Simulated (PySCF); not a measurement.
# Mayer bond orders and bond lengths

CH5GeNOS.
Numbering: `[NH2:1][C:2](=[O:3])[GeH2:4][SH:5]` (hydrogens: H6, H7 on N1; H8, H9 on Ge4; H10 on S5)

Cartesian coordinates in Å at the PBE0-D3(BJ)/def2-SVP level; atoms count from 1:
```
atom  x, y, z in Å
N1    -1.633    0.666    0.252
C2    -0.888   -0.404   -0.112
O3    -1.252   -1.246   -0.903
Ge4    0.949   -0.530    0.672
S5     2.308    0.727   -0.572
H6    -2.537    0.804   -0.189
H7    -1.277    1.381    0.869
H8     1.064    0.083    2.083
H9     1.369   -2.005    0.654
H10    1.981    0.103   -1.725
```

Bond orders from the PBE0/pcSseg-1 density (PySCF). One conformer (not necessarily the lowest) at the PBE0-D3(BJ)/def2-SVP geometry, without solvent, vibrations or thermal averaging. The calculation is non-relativistic, for germanium too.

Q: Where do the orders between heavy atoms depart from those drawn in the SMILES?

A: The largest departure is 0.228, at C2–Ge4 (drawn single, 0.772). Drawn single, order above 1.12: N1–C2 (1.175). Drawn single, order below 0.88: C2–Ge4 (0.772).

Q: Set the Mayer orders of the bonds between heavy atoms beside their lengths.

A: 
| bond | drawn as | length (Å) | Mayer order |
| --- | --- | --- | --- |
| N1–C2 | single | 1.354 | 1.175 |
| C2–O3 | double | 1.212 | 1.847 |
| C2–Ge4 | single | 2.001 | 0.772 |
| Ge4–S5 | single | 2.230 | 1.072 |

Q: And the bonds to hydrogen?

A: H–N: 0.92 to 0.94 (2 bonds); Ge–H: 0.94 (2 bonds); H–S: 0.92 (1 bond).

Q: Sum the orders of all bonds at each heavy atom with more than one neighbour and set the sums beside the valence in the SMILES.

A: N1 3.032 (drawn 3), C2 3.794 (drawn 4), Ge4 3.719 (drawn 4), S5 1.990 (drawn 2). Orders between atoms that aren't bonded are not in these sums.

For a closed shell the Mayer order of atoms A and B is Σ (PS)μν (PS)νμ over the basis functions μ on A and ν on B, with P the density and S the overlap matrix.
